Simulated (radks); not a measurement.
The palladium ion Pd3+, 43 electrons, occupied as [Kr] 4d7 (the NIST ground configuration).

All-electron calculation, Dirac Kohn-Sham, PBE, spin-unpolarised, spherical densities, point nucleus; open shells are shared between the two j in proportion to 2j + 1. Program: a radial shooting solver on a logarithmic mesh with Libxc functionals.

Energy parts (Ry):
total: -10089.15611
kinetic: 10538.81793
electron-nucleus: -24328.08925
Hartree: 3985.88145
exchange-correlation: -285.76624

Orbitals (lengths in bohr, moments of r in powers of bohr; r(max) is where P^2 peaks):
| orbital | occ. | eigenvalue (Ry) | r(max) | small-component weight |
|---|---|---|---|---|
| 1s1/2 | 2 | -1778.251 | 0.02065 | 2.83e-02 |
| 2s1/2 | 2 | -262.1953 | 0.1169 | 5.91e-03 |
| 2p1/2 | 2 | -243.4161 | 0.09051 | 5.92e-03 |
| 2p3/2 | 4 | -231.7007 | 0.09468 | 5.69e-03 |
| 3s1/2 | 2 | -49.78238 | 0.3419 | 1.65e-03 |
| 3p1/2 | 2 | -42.37298 | 0.3285 | 1.59e-03 |
| 3p3/2 | 4 | -40.33035 | 0.3382 | 1.53e-03 |
| 3d3/2 | 4 | -27.21798 | 0.2807 | 1.42e-03 |
| 3d5/2 | 6 | -26.81062 | 0.2835 | 1.40e-03 |
| 4s1/2 | 2 | -9.26173 | 0.8495 | 4.15e-04 |
| 4p1/2 | 2 | -6.94998 | 0.8894 | 3.62e-04 |
| 4p3/2 | 4 | -6.61269 | 0.9136 | 3.45e-04 |
| 4d3/2 | 2.8 | -3.08514 | 1.052 | 2.23e-04 |
| 4d5/2 | 4.2 | -3.04283 | 1.062 | 2.19e-04 |

The highest occupied level is 4d5/2 at -41.400 eV. The density falls to 0.001 e/bohr^3 at r = 3.13 bohr. For comparison, the ionisation energy in NIST's Atomic Spectra Database is 46 eV (theoretical). In exact Kohn-Sham theory the highest level is minus the ionisation energy, but local and semilocal functionals leave it too shallow, through self-interaction and a potential that decays too fast; potentials with the right tail come closer.

Beside tabulated values, note that spin-unpolarised runs miss the spin-polarisation part of the exchange energy of open shells.
